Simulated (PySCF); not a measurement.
methyl(silylsulfanyl)silane (CH8SSi2), SMILES C[SiH2]S[SiH3]. Heavy atoms are numbered as in [SiH3:1][S:2][SiH2:3][CH3:4]. Hydrogens are named by the atom that carries them.

Coordinates come from a B3LYP-D3(BJ)/def2-SVP optimisation. Other conformers were not sampled.

Calculation: PBE/pcSseg-1 (PySCF).

GIAO shieldings, no solvent; atoms alike by connectivity are averaged. δ = σ(ref) − σ: ²⁹Si against TMS (σ = 335.4 ppm); ³³S against H2S (σ = 706.5 ppm); ¹³C against TMS (σ = 182.0 ppm); ¹H against TMS (σ = 31.49 ppm), references at their B3LYP-D3(BJ)/def2-TZVP geometries, non-relativistic.

| nucleus | atoms | count | δ (ppm) |
|---|---|---|---|
| ²⁹Si | Si3 (SiH2) | 1 | -16.8 |
| ²⁹Si | Si1 (SiH3) | 1 | -51.5 |
| ³³S | S2 | 1 | -73.2 |
| ¹³C | C4 (CH3) | 1 | 0.2 |
| ¹H | H on Si3 | 2 | 5.25 |
| ¹H | H on Si1 | 3 | 5.02 |
| ¹H | H on C4 | 3 | 0.71 |
